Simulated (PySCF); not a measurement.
Species: C₂H₂NO₃S (charge -1).
Cartesian coordinates in Å at the GFN2-xTB level; atoms count from 1:
```xyz
9
C2H2NO3S angstrom
N     -2.7141   -0.1958    1.5197
C     -1.7501   -0.1754    0.8972
C     -0.5326   -0.1405    0.1301
O      0.4310    0.6436    0.7282
S      1.9262    0.5860   -0.3642
O      2.1991   -0.8612   -0.4223
O      1.3864    1.0862   -1.6412
H     -0.7676    0.2433   -0.8839
H     -0.1648   -1.1804    0.0112
```

Computed at PBE0/pcSseg-1 (PySCF, non-relativistic), with Q(14N) = 0.02044 b, Q(17O) = −0.0256 b, Q(33S) = −0.0678 b: N1, 14N (I = 1): χzz = -4.272 MHz, η = 0.139; O4, 17O (I = 5/2): χzz = 11.34 MHz, η = 0.962; S5, 33S (I = 3/2): χzz = 36.19 MHz, η = 0.647; O6, 17O (I = 5/2): χzz = -7.011 MHz, η = 0.696.

Where would the pure quadrupole (NQR) lines of 14N at N1 fall for the rigid, isolated species?

From ν± = (3/4)|χ|(1 ± η/3) and ν0 = |χ|η/2: ν+ 3.352 MHz, ν− 3.055 MHz, ν0 0.297 MHz (nitrile nitrogen).

Find the zero-field quadrupole resonance frequencies of 17O at O4.

From the eigenvalues of H = χ/[4I(2I − 1)] × [3Iz² − I(I + 1) + η(Ix² − Iy²)], steps between neighbouring levels, labelled as for η = 0: ±1/2↔±3/2 2.925 MHz, ±3/2↔±5/2 3.017 MHz (oxygen bonded to C and S).

Where would the pure quadrupole (NQR) lines of 33S at S5 fall for the rigid, isolated species?

From ν = (|χ|/2)√(1 + η²/3): ν = 19.32 MHz (sulfur bonded to 3 O).

Where would the pure quadrupole (NQR) lines of 17O at O6 fall for the rigid, isolated species?

From the eigenvalues of H = χ/[4I(2I − 1)] × [3Iz² − I(I + 1) + η(Ix² − Iy²)], steps between neighbouring levels, labelled as for η = 0: ±1/2↔±3/2 1.502 MHz, ±3/2↔±5/2 1.951 MHz (oxygen bonded to S).

In a crystal, neighbours and librations shift these lines. GFN2-xTB frequencies show an imaginary mode (26i cm⁻¹), so this geometry is no minimum at that level. The pcSseg-1 basis has no diffuse functions, a weakness for an anion. GFN2-xTB bond lengths can be off by several hundredths of an ångström, more for odd bonds, and the gradients follow them. A larger basis could move these couplings by a tenth or more.

These values come from a run that also computed NMR shieldings. Time: 12 s wall; peak memory 0.65 GiB. Hardware: one thread, Arm Neoverse V2 (aarch64), no GPU, shared host.

One conformer stands for the species.
